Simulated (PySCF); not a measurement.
PySCF input (M06-2X/6-311+G**):

```python
from pyscf import gto, dft

mol = gto.M(
    atom='''
    N    -0.27340700   -0.50829200    1.63165400
    Si   -0.04455500   -0.01684000    0.07924600
    O     1.55635500   -0.41356800   -0.30513600
    O    -0.24018300    1.61989000   -0.30230800
    O    -0.95616600   -0.64786400   -1.19874900
    H    -1.19982300   -0.39948400    2.02912700
    H     1.91272200   -0.78219000    0.51017200
    H    -0.09603700    2.11366300    0.50908200
    H    -0.95929200   -1.60584500   -1.12986000
    ''',
    basis='6-311+g**',
    charge=-1,
    spin=0,
    verbose=4,
)

mf = dft.RKS(mol, xc='m062x').density_fit(auxbasis='def2-universal-jkfit')
mf.grids.level = 4
mf.conv_tol = 1e-9
mf.max_cycle = 100
mf.max_memory = 1500
mf.kernel()
if not mf.converged:
    mf = mf.newton()
    mf.kernel(mf.make_rdm1())
mf.dip_moment()
```

From the output:

```
XC library pyscf.dft.libxc version 7.1.2
    S. Lehtola, C. Steigemann, M. J. T. Oliveira, and M. A. L. Marques,  SoftwareX 7, 1–5 (2018)
XC functionals = m062x
    Y. Zhao and D. G. Truhlar,  Theor. Chem. Acc. 120, 215 (2008)
    Y. Zhao and D. G. Truhlar,  Theor. Chem. Acc. 120, 215 (2008)
radial grids:
    Treutler-Ahlrichs [JCP 102, 346 (1995); DOI:10.1063/1.469408] (M4) radial grids

becke partition: Becke, JCP 88, 2547 (1988); DOI:10.1063/1.454033
pruning grids: <function nwchem_prune>
grids dens level: 4
symmetrized grids: False
atomic radii adjust function: <function treutler_atomic_radii_adjust>
small_rho_cutoff = 0
Set gradient conv threshold to 3.16228e-05
Initial guess from minao.
tot grids = 204408
******** <class 'pyscf.df.df.DF'> ********
auxbasis = def2-universal-jkfit
init E= -572.797878305184
  HOMO = -0.313385440984811  LUMO = -0.0401564200474911  gap/eV = 7.43494
cycle= 1 E= -572.240492527049  delta_E= 0.557  |g|= 1.13  |ddm|= 2.65
  HOMO = 0.0401539603775244  LUMO = 0.143727810670806  gap/eV = 2.81839
cycle= 2 E= -572.139110300639  delta_E= 0.101  |g|= 1.38  |ddm|= 2.79
  HOMO = -0.0908966035196913  LUMO = 0.139091237055846  gap/eV = 6.25829
cycle= 3 E= -572.491904756959  delta_E= -0.353  |g|= 0.0682  |ddm|=  1.7
  HOMO = -0.075003610281369  LUMO = 0.141422005185934  gap/eV = 5.88924
cycle= 4 E= -572.492370756449  delta_E= -0.000466  |g|= 0.0513  |ddm|= 0.141
  HOMO = -0.0830785299801672  LUMO = 0.141508815669492  gap/eV = 6.11133
cycle= 5 E= -572.49289220232  delta_E= -0.000521  |g|= 0.0103  |ddm|= 0.0518
  HOMO = -0.0825377644528274  LUMO = 0.141336686027146  gap/eV = 6.09193
cycle= 6 E= -572.492916071998  delta_E= -2.39e-05  |g|= 0.00151  |ddm|= 0.0199
  HOMO = -0.0823406847328377  LUMO = 0.141294016313632  gap/eV = 6.08541
cycle= 7 E= -572.492916601141  delta_E= -5.29e-07  |g|= 0.00102  |ddm|= 0.00393
  HOMO = -0.0823095748006351  LUMO = 0.1412804697653  gap/eV = 6.08420
cycle= 8 E= -572.492916794392  delta_E= -1.93e-07  |g|= 0.00023  |ddm|= 0.00148
  HOMO = -0.0823248873837675  LUMO = 0.141277763198728  gap/eV = 6.08454
cycle= 9 E= -572.492916809014  delta_E= -1.46e-08  |g|= 6.1e-05  |ddm|= 0.000582
  HOMO = -0.0823231348124265  LUMO = 0.141279092385864  gap/eV = 6.08453
cycle= 10 E= -572.49291681062  delta_E= -1.61e-09  |g|= 1.14e-05  |ddm|= 0.000186
  HOMO = -0.0823227300429209  LUMO = 0.141279269141569  gap/eV = 6.08452
cycle= 11 E= -572.492916810716  delta_E= -9.64e-11  |g|= 3.63e-06  |ddm|= 4.95e-05
  HOMO = -0.0823225010282372  LUMO = 0.141279296164738  gap/eV = 6.08451
Extra cycle  E= -572.492916810723  delta_E= -6.59e-12  |g|= 3.16e-06  |ddm|= 1.18e-05
converged SCF energy = -572.492916810723

WARN: System has nonzero charge -1; the dipole moment is origin-dependent.
Location of origin: [0. 0. 0.]

Dipole moment(X, Y, Z, Debye): -0.18905,  0.03992, -0.47647
```

The dipole moment of an ion depends on the origin.

The geometry given is a B3LYP-D3(BJ)/def2-TZVP minimum.
